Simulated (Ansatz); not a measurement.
Consider the substitution at a C–Sb bond: `C[CH2][Sb]([SiH3])[CH](C)C` + `[OH][Sn][SH]` → `CC(C)[O][Sn][SH]` + `C[CH2][SbH][SiH3]`.

Isolated molecules relaxed with PBE0-D4/def2-TZVP in Ansatz; ΔE leaves out vibrations. CBS: MP2 limit from def2 TZ/QZ plus the TZ coupled-cluster correction, frozen cores. Functionals use def2-TZVPP. def2 core potentials past Kr. For Sb, Sn outer-core shells are correlated without core-valence functions, which leaves a few kJ/mol of doubt a bond. One conformer a species, not always the lowest.

CCSD(T)/CBS gives +44.5 kJ/mol.

(1) Another level gave +32.4 kJ/mol. Which?
A. r2SCAN/def2-TZVPP
B. HF/def2-TZVPP
C. SCS-MP2/def2-TZVPP
D. PBE-D4/def2-TZVPP

Largest T1 diagnostic among the species: 0.017.

Answers

(1) A. r2SCAN 32.4, SCS-MP2/def2-TZVPP 44.6, HF/def2-TZVPP 16.2, PBE-D4 36.9 kJ/mol.

The D4 term adds +4.9 kJ/mol with B3LYP and +3.0 kJ/mol with PBE0; it sums over pairs of atoms, weighted by their polarisabilities, and B3LYP, whose exchange is more repulsive, gets the larger term. In def2-TZVPP, CCSD(T) changes the Hartree–Fock value by +23.2 kJ/mol (the triples alone add +2.3 kJ/mol) and MP2 by +35.7 kJ/mol.

CCSD(T)/CBS has its own doubt, a few kJ/mol and more with outer-core shells, so smaller differences from it don't rank the levels.

B3LYP here is the variant with VWN-RPA as its local correlation; programs differ in this.
